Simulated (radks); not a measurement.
The numbers below are computed, except where a source is named.
Effect of the nuclear size on the manganese ion Mn+, [Ar] 3d5 4s1. Level of theory: Dirac Kohn-Sham, relativistic LDA (MacDonald-Vosko exchange, VWN5 correlation), spin-unpolarised, spherical densities, finite nucleus; open shells fill j = l - 1/2 first; Fermi nuclear charge, rms radius 3.7057 fm (a radial shooting solver on a logarithmic mesh with Libxc functionals). The rms radius is varied about that value; shifts are against it.

| rms radius (fm) | total energy shift (eV) | density at nucleus (e/bohr^3) | 1s1/2 shift (meV) | 2s1/2 shift (meV) | 3s1/2 shift (meV) |
|---|---|---|---|---|---|
| 3.0313 | -0.0300 | 1.314e+04 | -12.7 | -1.13 | -0.160 |
| 3.3981 | -0.0144 | 1.308e+04 | -6.09 | -0.540 | -0.077 |
| 3.7057 | 0 | 1.304e+04 | 0.000 | 0.000 | 0.000 |
| 3.9392 | 0.0117 | 1.301e+04 | 4.96 | 0.440 | 0.063 |
| 4.3097 | 0.0318 | 1.296e+04 | 13.4 | 1.19 | 0.169 |

Slopes of the eigenvalues against <r^2> in GHz/fm^2, as finite differences over the two radii next to the reference (eigenvalue slopes, not the field-shift constants of lines): 1s1/2 673, 2s1/2 59.7, 3s1/2 8.48.
